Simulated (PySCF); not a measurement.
Simulated absorption spectrum

C₆H₇FSSi.
SMILES: `[SiH2]1C[C@H](SC=C1C#C)F`

The calculation used TDDFT CAM-B3LYP/def2-SVPD, vertical, gas phase, core orbitals frozen in the response (PySCF 2.14.0, density-fitted response routines). One conformer (not necessarily the lowest) at the GFN2-xTB geometry, without solvent, vibrations or thermal averaging.

Broadening: Gaussians 0.3 eV wide at half height, area fixed by f = 4.319×10⁻⁹ ∫ε dν̃. The cross-section is σ = 3.8235×10⁻²¹ ε cm², given in Mb (10⁻¹⁸ cm²). The width is an assumption, not a result. The curve ends short of the highest state used, and states not computed would add to its high-energy end.

```
λ (nm)  σ (Mb)
 200.4    6.49
 203.5    6.61
 206.6    5.21
 209.7    4.47
 212.7    4.22
 215.8    3.47
 218.9    2.32
 222.0    1.29
 225.1    0.59
 228.2    0.22
 231.3    0.08
 234.4    0.05
 237.5    0.08
 240.6    0.38
 243.7    1.81
 246.8    6.70
 249.9   18.92
 253.0   41.39
 256.1   71.36
 259.2   98.51
 262.3  110.58
 265.4  102.36
 268.5   79.18
 271.6   51.81
 274.7   29.01
 277.8   14.05
 280.9    5.94
 284.0    2.22
 287.1    0.74
 290.2    0.22
```

Task: Locate the maxima and give the states behind the curve.

Result: 263 nm (4.72 eV), ε about 29000, made up of S1 (100%); 202 nm (6.14 eV), ε about 1800, made up of S5 (94%) (ε in L mol⁻¹ cm⁻¹; maxima over ε = 5, shares over 10%). The states used: S1 4.72 eV (f 0.322); S2 5.27 eV (f 0.0001); S3 5.67 eV (f 0.0032); S4 5.85 eV (f 0.010); S5 6.14 eV (f 0.019); S6 6.37 eV (f 0.0013); S7 6.44 eV (f 0.0034); S8 6.79 eV (f 0.0058).

Task: On this curve, what absorbance would a 10⁻⁵ mol/L sample give at 280 nm over a 1 cm path?

Result: 280 nm is 4.428 eV, where ε is about 2000 L mol⁻¹ cm⁻¹, so A = ε c l ≈ 0.02 (Beer–Lambert, with the gas-phase spectrum and the assumed width).

Task: What would ε be at 4.72 eV, the highest of these maxima, with half the width (0.15 eV)?

Result: About 57900 L mol⁻¹ cm⁻¹ against 28900, a factor of about 2.00; a lone state at its own centre would give exactly 2.
